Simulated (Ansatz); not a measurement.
`C[SiH2][SiH](O)F` + H–F → `O[SiH](F)[SiH2]F` + CH₄  (ligand exchange at the Si–C bond)

Calculated with Ansatz (gas phase, PBE0-D4/def2-TZVP geometries, no zero-point term in ΔE). CBS: MP2 limit from def2 TZ/QZ plus the TZ coupled-cluster correction, frozen cores. This one scheme is used for every species. Functionals use def2-TZVPP. Each species was taken in one conformer, which may not be the lowest.

CCSD(T)/CBS gives -29.1 kcal/mol.

(1) Another level gave -30.6 kcal/mol. Which?
A. revPBE/def2-TZVPP
B. LDA (SPW92)/def2-TZVPP
C. r2SCANh/def2-TZVPP
D. B97M-V/def2-TZVPP

Largest T1 diagnostic among the species: 0.012.

## Answers

(1) C. r2SCANh -30.6, revPBE -29.0, LDA (SPW92) -27.0, B97M-V -31.7 kcal/mol.

The D4 term adds +1.6 kcal/mol with B3LYP and +0.9 kcal/mol with PBE0; it sums over pairs of atoms, weighted by their polarisabilities, and B3LYP, whose exchange is more repulsive, gets the larger term. At CCSD(T), def2-SVP lies +0.8 kcal/mol from the extrapolated value and def2-TZVPP +0.0 kcal/mol.

B3LYP here is the variant with VWN-RPA as its local correlation; programs differ in this.
